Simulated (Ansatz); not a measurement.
C2H6FNSi can be A, `C=C(F)N[SiH3]`, or B, `CN(C)[Si]F`.

Gas-phase electronic energies from Ansatz, PBE0-D4/def2-TZVP geometries. CBS: MP2 limit from def2 TZ/QZ plus the TZ coupled-cluster correction, frozen cores. DFT in def2-TZVPP. One conformer a species, not always the lowest.

(1) Which isomer does CCSD(T)/CBS put lower? Give the gap. (Estimate.)

(2) Give E(B) − E(A) in kcal/mol with BLYP-D4, B2PLYP, CCSD(T)/def2-TZVPP, CCSD(T)/def2-SVP, PBE-D4, LDA (SPW92), HF/def2-TZVPP. (Best estimate.)

(3) Does the order hold for the free energy at 298.15 K (harmonic terms from PBE0-D4)? (Best estimate.)

Largest T1 diagnostic: 0.013.

## Answers

(1) Computed: B, by 41.2 kcal/mol.

(2) Computed: BLYP-D4 -39.6, B2PLYP -39.4, CCSD(T)/def2-TZVPP -40.6, CCSD(T)/def2-SVP -38.0, PBE-D4 -38.9, LDA (SPW92) -39.0, HF/def2-TZVPP -33.3. None reverses the order clearly.

(3) Computed: Yes: G(B) − G(A) = -35.2 kcal/mol, for one conformer each.

Leaving LDA and LC-ωPBE aside and taking each functional with its dispersion term where it has one, the values, not all of them listed here, spread over 4.8 kcal/mol, from ωB97M-V to r2SCAN-D4. The D4 term adds −0.8 kcal/mol with B3LYP and −0.4 kcal/mol with PBE0; it sums over pairs of atoms, weighted by their polarisabilities, and B3LYP, whose exchange is more repulsive, gets the larger term.

B3LYP here is the variant with VWN-RPA as its local correlation; programs differ in this.
